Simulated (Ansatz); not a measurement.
Reading a saddle point

A first-order saddle point of GeH5SeF, closed shell, PBE0-D4/def2-TZVP, with one imaginary mode of 508i cm⁻¹:

| atom | x (Å) | y (Å) | z (Å) |
| --- | --- | --- | --- |
| Ge1 | -0.4266 | 0.0525 | -0.8546 |
| F2 | 0.3815 | -1.5294 | 0.1495 |
| H3 | 0.3640 | 1.3249 | -1.1805 |
| H4 | -1.9166 | 0.2116 | -0.5493 |
| H5 | -0.2499 | -0.9164 | -2.0413 |
| H6 | 0.3954 | -0.9247 | 1.0858 |
| Se7 | 0.0451 | 0.6509 | 1.8271 |
| H8 | 1.4072 | 1.1307 | 1.5633 |

Ansatz 0.2.0; basis: def2-TZVPP and def2-QZVPP; cores frozen in the correlated methods. Filled d shells of the heavier atoms are correlated. The def2 sets are not built for correlating such inner shells, so the correlated values are less sure here. Extrapolation: Hartree–Fock as exp(−7.88 √X), correlation as X^−2.97.

Question: Which contacts change along the imaginary mode, and what lies on either side? (A judgement: the text doesn't fix the answer.)

Answer: Computed: The step is GeH₃F ([F][GeH3]) + H₂Se → GeH₄Se ([GeH3][SeH]) + HF, with the molecules in contact on both sides. Shortening one way: Ge1–Se7, F2–H6; lengthening the same way: Ge1–F2, H6–Se7.
```tsv
pair	one side (Å)	saddle (Å)	other side (Å)
Ge1–Se7	3.98	2.79	2.38
F2–H6	2.36	1.11	0.94
Ge1–F2	1.75	2.04	3.70
H6–Se7	1.47	1.78	2.33
```

Question: Which side is lower, and how far does the saddle lie above each? (Judge from chemistry; the value comes from the calculation.)

Answer: By the calculation: The side with Ge1–Se7, F2–H6 short is lower by 0.201 eV; the saddle lies 1.601 eV above it and 1.400 eV above the other (CCSD(T) at an estimated basis limit (MP2 extrapolated from triple and quadruple zeta, plus CCSD(T) − MP2 in triple zeta); electronic energies).

T1 diagnostic: at most 0.012.

Exchanges of this kind with a chalcogen hydride build sulfide and selenide films.

Labels in which every atom is bracketed show which atoms are joined, not bond orders.

For scale, one of the runs: CCSD(T)/def2-TZVPP, 197 basis functions (an equivalent command: `ansatz run in.yaml --threads 4`). Time: 85 s of wall clock on 4 CPU threads; the host was shared. Peak host memory: 2.5 GiB.
